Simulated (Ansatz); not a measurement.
H3B2N, SMILES `BB=N` (charge 0, multiplicity 1).

Cartesian coordinates (Å):
```xyz
6

B     -1.1808     0.2176     0.9119
B      0.4444    -0.0819     0.8643
N      1.6639    -0.3068     0.8285
H     -1.5967     1.3205     1.0732
H     -1.9706    -0.6633     0.7857
H      2.6398    -0.4862     0.7998
```
Charge 0, multiplicity 1.

Frozen-core energies in 6-31g from Ansatz (an electronic-structure program) at a geometry from B3LYP-D3(BJ)/def2-TZVP; the HF reference has <S^2> = 0.00 and the T1 diagnostic is 0.021.

```csv
level,energy (Ha)
HF,-105.50526
MP2,-105.72152
CCSD,-105.74315
```

Problem. Estimate the energies of CCSD(T), CCSDT, CCSDT(Q) and CCSDTQ, and give each level's difference from CCSDTQ.

Solution. 
| level | energy (Ha) | difference from CCSDTQ (mHa) |
|---|---|---|
| MP2 | -105.72152 | 30.77 |
| CCSD | -105.74315 | 9.14 |
| CCSD(T) | -105.75091 | 1.38 |
| CCSDT | -105.75181 | 0.48 |
| CCSDT(Q) | -105.75244 | -0.15 |
| CCSDTQ | -105.75229 | 0.00 |
